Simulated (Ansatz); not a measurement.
One change: `S[CH]1[CH2][GeH2]1` becomes `[CH2]1[CH2][GeH2]1`.

Ansatz, PBE0-D4/def2-TZVP geometries, multiplicity 1. Each molecule was computed in one conformer, which needn't be the lowest.

Scalar relativity is left out up to krypton.

```
                                          property  `S[CH]1[CH2][GeH2]1`
    size of the dipole moment (PBE/def2-TZVPP) / D                  1.41
size of the dipole moment (ωB97M-V/def2-TZVPP) / D                  1.59
                 LUMO energy (PBE/def2-TZVPP) / eV                 -0.88
               HOMO–LUMO gap (PBE/def2-TZVPP) / eV                  4.20
  size of the dipole moment (B3LYP/def2-TZVPP) / D                  1.51
                 HOMO energy (PBE/def2-TZVPP) / eV                 -5.08
```

(1) What does the change do to each property? (Estimate.)

Results:

(1) The calculation gave: 
```tsv
property	`[CH2]1[CH2][GeH2]1`	shift
size of the dipole moment (PBE/def2-TZVPP) / D	0.19	-1.22
size of the dipole moment (ωB97M-V/def2-TZVPP) / D	0.03	-1.56
LUMO energy (PBE/def2-TZVPP) / eV	-0.25	0.63
HOMO–LUMO gap (PBE/def2-TZVPP) / eV	5.15	0.95
size of the dipole moment (B3LYP/def2-TZVPP) / D	0.10	-1.41
HOMO energy (PBE/def2-TZVPP) / eV	-5.41	-0.33
```

With PBE0 the HOMO falls by 0.30 eV and the LUMO rises by 0.59 eV, so the gap widens by about 0.89 eV. PBE moves the HOMO by -0.33 eV and ωB97M-V by -0.33 eV. Dipoles are sizes alone; their direction can turn.

B3LYP here is the variant with VWN-RPA as its local correlation; programs differ in this.
